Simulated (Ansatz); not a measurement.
Stretching the Si1–Cl2 bond in SiCl (multiplicity 2 held). Energies count from the point at 2.084 Å.


R- and RO- levels are restricted; in cc, def2 and unpolarised 6-31G sets they are followed outwards from rest. U- levels take the lowest unrestricted solution at each point, which mixes spins at long bonds. Active spaces are followed from rest. Curves can end on different states.

Cores are frozen in the correlated methods.

Programs: Ansatz (Gaussian basis) for Hartree–Fock, density functionals and correlated methods. 

Energies in kcal/mol.

```csv
R (Å),U-HF/cc-pV(T+d)Z,RO-r2SCAN/cc-pV(T+d)Z,RO-SCS-MP2/cc-pV(T+d)Z,"FIC-MRCISD on CASSCF(11,8)/cc-pV(T+d)Z","FIC-MRCISD+Q on CASSCF(11,8)/cc-pV(T+d)Z"
1.667,62.9,59.8,62.1,62.1,62.4
1.875,10.6,9.6,10.2,10.4,10.5
2.084,0.0,0.0,0.0,0.0,0.0
2.292,6.3,6.6,6.6,6.3,6.3
2.500,18.7,19.0,19.5,18.8,18.8
2.813,39.8,39.6,41.2,39.8,39.8
3.126,57.9,58.0,61.2,58.8,58.7
3.646,67.7,81.0,87.9,82.0,82.0
4.167,69.9,95.3,106.8,91.8,92.2
4.793,70.6,106.0,121.8,94.3,94.9
5.626,70.8,111.9,131.6,94.9,95.5
6.668,70.9,115.0,132.7,95.0,95.6
8.335,70.9,116.9,122.2,95.0,95.7
```

Doubts at one or more of the structures used: a spin-contaminated determinant (U-HF/cc-pV(T+d)Z); a restricted determinant that unrestricted orbitals would lower (RO-r2SCAN/cc-pV(T+d)Z, RO-SCS-MP2/cc-pV(T+d)Z).

Ansatz is a program for electronic structure.
